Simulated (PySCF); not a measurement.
KO2: bending curve

Method: UPBE in PySCF with K def2-TZVP, O def2-TZVP; no relativity; density-fitted integrals.

Rigid scan from the quartet minimum (K–O 2.465 Å (×2); O–K–O 180.0°). Coordinate: the O–K–O angle, bonds fixed. Energies in kJ/mol from the minimum.

| bond angle (°) | E (kJ/mol) | dipole size (D) | ⟨S²⟩ |
| --- | --- | --- | --- |
| 80 | 9.7 | 7.15 | 3.76 |
| 90 | 14.0 | 6.65 | 3.76 |
| 100 | 15.2 | 6.07 | 3.76 |
| 110 | 14.7 | 5.42 | 3.76 |
| 120 | 13.5 | 4.69 | 3.76 |
| 130 | 10.7 | 3.94 | 3.76 |
| 140 | 7.0 | 3.19 | 3.76 |
| 150 | 3.9 | 2.42 | 3.76 |
| 160 | 1.8 | 1.62 | 3.76 |
| 170 | 0.9 | 0.82 | 3.76 |
| 180 | 0.4 | 0.00 | 3.76 |

The scan took 2.6 min on 2 threads of a shared Intel Xeon 6975P-C (Granite Rapids) host; the process peaked at 0.84 GiB.
